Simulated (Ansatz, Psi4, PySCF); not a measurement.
C2H2Cl (SMILES [CH]=CCl), doublet, geometry from GFN2-xTB. Base run: PySCF with REVPBE/def2-SVP.

Geometry (Å):
```xyz
5

C     -0.1581     0.8495     0.0002
C      0.9726     1.4282     0.0154
Cl    -0.3399    -0.9574    -0.0065
H     -1.1341     1.3008    -0.0104
H      2.0257     1.3090     0.0278
```
Charge 0, spin multiplicity 2.
Orbitals are unrestricted.
All else is at PySCF's defaults.

The same geometry, method and basis name were run in Ansatz (a first-principles code) and Psi4 and PySCF, at each program's defaults and at the settings that a row names. The base is PySCF at its defaults. Differences at the defaults can come from grids, fitting, cores and function types together.

| code and settings | ΔE vs base (µEh) | basis functions | E (Eh) | SCF cycles | dipole (D) |
|---|---|---|---|---|---|
| PySCF, defaults (exact integrals, its default grid, spherical functions) | 0.0 | 56 | -537.19275 | 11 | 1.09 |
| Psi4, defaults (density fitting with its default set, its default grid, spherical functions) | -47.3 | 56 | -537.19279 | 11 | 1.09 |
| Ansatz, defaults (factorised integrals, its default grid, spherical functions) | 0.0 | 56 | -537.19275 | - | - |
| PySCF, density fitting with def2-universal-jkfit | -47.4 | 56 | -537.19279 | 11 | 1.09 |
| PySCF, fine grid | 1.5 | 56 | -537.19274 | 11 | 1.09 |
| Psi4, exact integrals, spherical functions, fine grid | 1.2 | 56 | -537.19275 | 15 | 1.09 |
| Ansatz, high accuracy | 1.4 | 56 | -537.19275 | - | - |

Open shells are given as the SCF converged; they aren't shown to be the lowest states, and a large step between rows can be another state.
